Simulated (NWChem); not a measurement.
Species: C$_{3}$H$_{9}$B; SMILES CB(C)C

**Question.** Give the equilibrium geometry at PBE0/def2-SVP (NWChem) as a list of bonds and angles, with the point group.

**Answer.** point group C1; any orientation.
Bond lengths (Å): B1–C2 1.575, B1–C6 1.575, B1–C10 1.574, C2–H3 1.101, C2–H4 1.109, C2–H5 1.101, C6–H7 1.102, C6–H8 1.108, C6–H9 1.100, C10–H11 1.101, C10–H12 1.109, C10–H13 1.101. Bond angles (°): C2–B1–C6 120.6, C2–B1–C10 119.8, C6–B1–C10 119.5, B1–C2–H3 114.2, B1–C2–H4 105.7, B1–C2–H5 114.5, H3–C2–H4 105.8, H3–C2–H5 109.7, H4–C2–H5 106.1, B1–C6–H7 113.1, B1–C6–H8 106.1, B1–C6–H9 115.3, H7–C6–H8 105.2, H7–C6–H9 109.5, H8–C6–H9 106.9, B1–C10–H11 114.9, B1–C10–H12 105.3, B1–C10–H13 114.1, H11–C10–H12 106.3, H11–C10–H13 109.7, H12–C10–H13 105.7.
